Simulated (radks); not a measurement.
Results of a calculation; reference values are marked as such.
Q: Coulomb parameter of the 4d shell of the ruthenium ion Ru3+ in the model configuration [Kr] 4d3.5 5s1.5, as a second difference U = [E(n + 0.25) + E(n - 0.25) - 2 E(n)] / (0.25)^2 with all orbitals relaxed. "Bare": the charge of the atom changes with n. "Screened": the 5s shell takes up the change at fixed total charge, which measures U(4d,4d) + U(5s,5s) - 2 U(4d,5s). Code: a radial shooting solver on a logarithmic mesh with Libxc functionals. Model: Dirac Kohn-Sham, PBE, spin-unpolarised, spherical densities, point nucleus; open shells are shared between the two j in proportion to 2j + 1. Estimate both.

A: U(bare) = 14.424 eV, U(screened by 5s) = 2.066 eV.
